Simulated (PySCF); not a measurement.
This PySCF input asks for the spin–spin couplings of `InChI=1S/C3H2BrFN2/c4-3-2(5)1-6-7-3/h1H,(H,6,7)`; the geometry comes from GFN2-xTB.

```python
import basis_set_exchange as bse
import numpy as np
from pyscf import gto, dft
from pyscf.data import nist
from pyscf.prop import ssc

atoms = """
F     2.200629    0.623962   -0.220930
C     0.962989    0.152115   -0.079291
C     0.575482   -1.174390    0.152672
N    -0.737680   -1.253193    0.236859
N    -1.205150   -0.025596    0.067058
C    -0.214116    0.874980   -0.130261
Br   -0.566104    2.691020   -0.400315
H     1.194402   -2.040692    0.258338
H    -2.196889    0.157788    0.090690
"""
names = {"F": "pcJ-1", "C": "pcJ-1", "N": "pcJ-1", "Br": "pcSseg-1", "H": "pcJ-1"}
basis = {el: gto.basis.parse(bse.get_basis(n, elements=[el], fmt="nwchem")) for el, n in names.items()}
mol = gto.M(atom=atoms, basis=basis, charge=0, verbose=0)
mf = dft.RKS(mol, xc="B3LYP")
mf.grids.level = 2
mf.grids.alignment = dft.numint.BLKSIZE   # the property module wants whole blocks of grid points
mf.conv_tol = 1e-9
mf.kernel()

sc = ssc.RKS(mf)
sc.with_fcsd = True   # Fermi contact and spin-dipole together
sc.max_cycle_cphf = 60
g = {"C": 1.4048236, "F": 5.257736, "H": 5.58569468, "N": -0.566378}   # nuclear g factors of 13C, 19F, 1H, 15N
sc.nuc_pair = [(i, j) for i in range(mol.natm) for j in range(i + 1, mol.natm)
               if mol.atom_pure_symbol(i) in g and mol.atom_pure_symbol(j) in g]
K = sc.kernel()
unit = nist.HARTREE2J / nist.PLANCK * (0.5 * nist.E_MASS / nist.PROTON_MASS) ** 2
for (i, j), k in zip(sc.nuc_pair, K):
    a, b = mol.atom_pure_symbol(i), mol.atom_pure_symbol(j)
    J = unit * g[a] * g[b] * np.trace(k) / 3
    if abs(J) >= 1:
        print("%s%d %s%d %8.1f Hz" % (a, i, b, j, J))
```

Question: Give the expected output.

Answer: 
```
F0 C1   -322.8 Hz
F0 C2      7.1 Hz
F0 N3     10.5 Hz
F0 N4     -2.3 Hz
F0 C5     28.1 Hz
F0 H7     -5.1 Hz
F0 H8     -1.4 Hz
C1 C2     75.5 Hz
C1 N3      2.6 Hz
C1 N4    -15.4 Hz
C1 C5    114.1 Hz
C1 H7      6.8 Hz
C1 H8      6.8 Hz
C2 N3     -1.1 Hz
C2 C5     20.6 Hz
C2 H7    203.2 Hz
C2 H8      9.4 Hz
N3 N4    -13.3 Hz
N3 C5      1.2 Hz
N3 H7    -14.3 Hz
N3 H8    -10.7 Hz
N4 C5    -16.8 Hz
N4 H7     -9.3 Hz
N4 H8   -118.7 Hz
C5 H7      5.0 Hz
C5 H8     10.5 Hz
H7 H8      1.7 Hz
```

These numbers come from an equivalent density-fitted implementation of the same equations, which agrees with the script to about 0.1 Hz, so last digits may differ.

Size and cost of the density-fitted run: 223 basis functions, 56 s wall time on 1 thread of an Intel Xeon Platinum 8488C, shared host; peak memory 0.94 GiB.
